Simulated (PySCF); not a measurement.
NaF, SMILES [F][Na]. Coordinates come from a PBE-D3(BJ)/def2-TZVPD optimisation.

Computed with PBE-D3(BJ)/def2-TZVPD run with PySCF.

Harmonic wavenumbers (cm⁻¹): 510. Rotational constants (GHz): 12.78 (linear); symmetry number 1.

Problem. Work out the zero-point energy and the ideal-gas rigid-rotor harmonic-oscillator thermochemistry at 298.15 K and 1 atm.

Solution. ZPE = ½ Σ hcν = ½ × 510 cm⁻¹ = 3.05 kJ/mol. H − E(el) = 12.30 kJ/mol. Entropy in J/(mol K): translation 155.36, rotation 59.75, vibration 2.65, total 217.76. G − E(el) = -52.63 kJ/mol. Cp = 34.23 J/(mol K).
